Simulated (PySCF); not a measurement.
**Pd: interval between two levels**

Pd [Kr] 4d10 → Pd [Kr] 4d9 5p1 [3F4, M_J = 4], as a difference of total energies. Calculation: PySCF 2.14, in x2c-SVPall-2c with one added diffuse shell each of s, p, d type (7s9p7d1f, 76 functions); the two-component X2C-1e Hamiltonian. Correlated levels: [Ar] 3d10 frozen; the 6 highest virtual spinors dropped. "Screened" scales the spin-orbit matrix elements by Boettger's factors to mimic the two-electron term; Breit and QED terms are absent.

| method | interval between two levels (cm⁻¹) |
| --- | --- |
| GHF (spin-free) | 24760 |
| GMP2 (spin-free) | 37148 |
| GHF (screened spin-orbit) | 23564 |
| GMP2 (screened spin-orbit) | 35932 |

The labels give the starting determinants; with spin-orbit coupling the two ends relaxed to ⟨J²⟩ = 0.00, ⟨L²⟩ = 0.01, ⟨S²⟩ = 0.01 and ⟨J²⟩ = 20.07, ⟨L²⟩ = 12.06, ⟨S²⟩ = 2.03.
